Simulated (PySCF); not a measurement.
# [HfCl3(H2O)]+ at several levels of theory

Computed with PySCF 2.14.0 (density fitting, no spin-orbit coupling) at the geometry relaxed with PBE0:

```xyz
7
[HfCl3(H2O)]+ (singlet)
Hf   -0.0545    0.0440   -0.0440
Cl    1.1967    1.4768    1.2322
Cl   -1.4330   -1.2488    1.2488
Cl    1.1967   -1.2322   -1.4768
O    -1.2988    1.3154   -1.3154
H    -1.6315    2.2047   -1.0958
H    -1.6315    1.0958   -2.2047
```

```
level                                                            basis    state  HOMO (eV)  gap (eV)  charge on Hf1 (e)  dipole about the centre of mass (D)  largest force component (eV/Å)
 PBE0      Hf def2-SVP with ECP60, Cl def2-SVP, O def2-SVP, H def2-SVP  singlet     -13.97      6.81               1.03                                 7.77                            0.02
M06-L                                                         the same  singlet     -12.97      5.15               1.25                                 7.78                            0.15
 PBE0  Hf def2-TZVP with ECP60, Cl def2-TZVP, O def2-TZVP, H def2-TZVP  singlet     -13.86      6.83               1.30                                 7.50                            0.22
```

Charges are Mulliken's, which hang on the basis. The relaxation used the grid (50, 194), these runs (75, 302) or, all-electron (x2c bases, spin-free X2C Hamiltonian), (99, 590).

What does CAM-B3LYP with Hf def2-SVP with ECP60, Cl def2-SVP, O def2-SVP, H def2-SVP give here?

state singlet, HOMO (eV) -15.20, gap (eV) 9.20, charge on Hf1 (e) 0.99, dipole about the centre of mass (D) 7.85, largest force component (eV/Å) 0.13. Time: 7.7 s on 2 threads of Arm Neoverse V1, with other jobs on the host, from an already converged density.

In the first row's basis the gap widens with exact exchange: 5.1 eV for M06-L (none); 6.8 eV for PBE0 (a fixed share); 9.2 eV for CAM-B3LYP (rising or full at long range).
